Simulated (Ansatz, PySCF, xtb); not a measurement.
Dimer: dimethyl selenide (SMILES C[Se]C) (first 9 atoms) with NH3 (SMILES N); geometry from B3LYP-D3(BJ)/def2-TZVP, rigid monomers moved along the line of their centres of mass till H8···N10 is 2.44 Å.
(charge 0, multiplicity 1):
```xyz
13

C     -0.79871     0.06320    -1.83228
Se    -0.60525     0.35728     0.09725
C      1.31833     0.72987     0.10270
H     -0.17824    -0.77308    -2.14772
H     -1.84517    -0.16983    -2.01792
H     -0.52507     0.96420    -2.37730
H      1.85965    -0.11304    -0.32245
H      1.58659     0.85644     1.14919
H      1.52513     1.63788    -0.45973
N      0.35437     0.17301     3.14505
H      0.74980    -0.19735     4.00162
H     -0.39126     0.80908     3.40410
H     -0.07454    -0.59859     2.64510
```

```
level                          interaction energy (meV)  cost
-----------------------------  ------------------------  ----
GFN2-xTB                                         -130.2     -
HF/STO-3G (no counterpoise)                       -12.8     -
HF/3-21G (no counterpoise)                       -146.2     -
HF/aug-cc-pVDZ                                     55.3     -
B3LYP/3-21G (no counterpoise)                    -258.0     -
B3LYP/6-31G*                                      -27.3     -
B3LYP/def2-TZVPPD                                   1.6    ×2
B3LYP-D3(BJ)/def2-TZVPPD                          -94.5    ×2
B3LYP-D4/def2-TZVPPD                              -90.2    ×2
PBE0/def2-TZVPPD                                  -49.5    ×1
wB97M-V/def2-TZVPPD                               -94.7    ×4
MP2/6-31G* (no counterpoise)                     -127.9     -
MP2/aug-cc-pVDZ                                   -69.7     -
CCSD(T)/aug-cc-pVDZ                               -60.6   ×30
```

The rows run from -258.0 (B3LYP/3-21G (no counterpoise)) to 55.3 meV (HF/aug-cc-pVDZ). In aug-cc-pVDZ the value moves HF 55.3, MP2 -69.7, CCSD(T) -60.6, a shift of -115.9 from HF to CCSD(T). The dispersion term adds -96.1 in B3LYP-D3(BJ), -91.8 in B3LYP-D4. The 3 functionals in def2-TZVPPD without D3 or D4 span 96.3, from wB97M-V to B3LYP.

Monomers are frozen at their geometry in the pair; levels with a basis set take the counterpoise correction. Rows marked so take none.

Cores are frozen in the correlated methods. Filled d and f shells under p-block atoms count as core. Rows in 3-21G, 6-31G*, STO-3G carry no dispersion term and start afresh at each structure (6-31G* with six Cartesian d functions); the Pople sets are all-electron and without relativity. MP2/6-31G* freezes PySCF's default core, which leaves 3d correlated.

Run with Ansatz (a quantum-chemistry and plane-wave program); PySCF for 3-21G rows, 6-31G* rows, STO-3G rows, the dispersion terms; xtb for the GFN methods. Values without a source in brackets are computed.

Costs are rough ratios of core time to PBE/def2-TZVPPD (about 13 s over the structures, on one shared machine); a dash marks a level with no comparable run of its own.
